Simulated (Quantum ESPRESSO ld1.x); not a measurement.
Question: These are the eigenvalues of the occupied orbitals of an atom or ion with whole-number occupations (Ry). All-electron calculation, Dirac Kohn-Sham, BLYP, spin-unpolarised, spherical densities, point nucleus. Program: ld1.x of Quantum ESPRESSO 7.5.

1s1/2: -374.566
2s1/2: -75.3143
2p1/2: -71.0420

Which element is it, and in what charge state? The configuration may be excited. Open shells, if any, fill j = l - 1/2 first.

Answer: Z = 21, scandium, charge +15: Sc15+ in [He] 2s2 2p2. The list shows which subshells hold electrons but not how many an open one holds; the 1s level, -187.28 hartree, gives Z - s = 19.4 by -(Z - s)^2/2, which with screening and relativity narrows Z to a few neighbours, and the depths of the outer levels then fix element, charge and occupations together.
